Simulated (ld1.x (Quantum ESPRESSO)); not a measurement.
**mercury (Hg): one change to an RRKJ potential, before and after**

ld1.x (Quantum ESPRESSO) 7.5 input, shortened:

```
&input
   title='Hg', zed=80., rel=1, dft='PBESOL', iswitch=3,
   config='[Xe] 4f14 5d10 6s0.5 6p0'
 /
 &inputp
   pseudotype=2, tm=.false., lloc=-1, rcloc=1.25,
   nlcc=.true.
 /
3
6S  1  0   0.50   0.00  1.90  1.90  0.0
5P  2  1   6.00   0.00  1.75  1.75  0.0
5D  3  2  10.00   0.00  1.60  1.60  0.0
 &test
   configts(1)='5p6 5d10 6s0.5 6p0'
 /
```

Change: type TM; local potential the s channel.

Cutoffs: the cutoffs (Ry, on a coarse ladder) from which the occupation-weighted sum of valence levels, in a spherical-Bessel basis at the reference potential, stays within 10 and 1 mRy of its value at 400 Ry; they do not see the model core or the augmentation charge, which bear on the density cutoff. Errors are all-electron minus pseudo energies relative to the spin-unpolarised reference configuration.

Question: What does the change do?

Answer: The potential gets harder (45 Ry and 70 Ry → 50 Ry and 80 Ry); the bound ghost in s disappears; the number of tests that count goes from 6 to 7; of the 6 tests that both files solve, the error grows in 3 and shrinks in 0 by more than 15 % and 0.3 meV (median size 7.3 → 152.8 meV); the range in which the s phases agree widens (upper end -0.2 → 2.1); the range in which the p phases agree narrows (upper end -1.0 → -2.4).

```csv
quantity,base,changed
"cutoff, loose",45 Ry,50 Ry
"cutoff, tight",70 Ry,80 Ry
loose cutoff by channel (10 mRy a level),"s 10 Ry, p 30 Ry, d 35 Ry","p 30 Ry, d 40 Ry, s 18 Ry"
bound ghosts,s,none
"tests counted (converged, no solver errors)",6 of 7,7 of 7
"error for 5p6 5d10 6s2 6p0, meV [ΔE -19.17 eV]",-7.6,-8.4
"error for 5p6 5d10 6s1 6p0, meV [ΔE -8.43 eV]",+0.6,+0.6
"error for 5p6 5d10 6s0 6p0, meV [ΔE 10.58 eV]",-7.1,-7.0
"error for 5p6 5d10 6s0 6p1, meV [ΔE -0.92 eV]",+289,-1033
"error for 5p6 5d10 6s1 6p1, meV [ΔE -13.04 eV]",+171,-572
"error for 5p6 5d8 6s0 6p0, meV [ΔE 95.91 eV]",+2.0,-297
s: phases at 2.04 bohr within 0.05 rad from the reference energy up to (Ry; the scan ends near 5),-0.2,2.1
p: phases at 2.04 bohr within 0.05 rad from the reference energy up to (Ry; the scan ends near 5),-1.0,-2.4
d: phases at 2.04 bohr within 0.05 rad from the reference energy up to (Ry; the scan ends near 5),3.4,1.2
```

Base: Tests not counted: 5p5 5d10 6s2 6p0 (solver errors, printed error -18.1 eV). A true bound ghost makes a file unfit for plane-wave use even where its test errors are small: the radial tests pick states by their node count and pass the ghost by. Where a test does run into it, the solver fails or the error is huge.
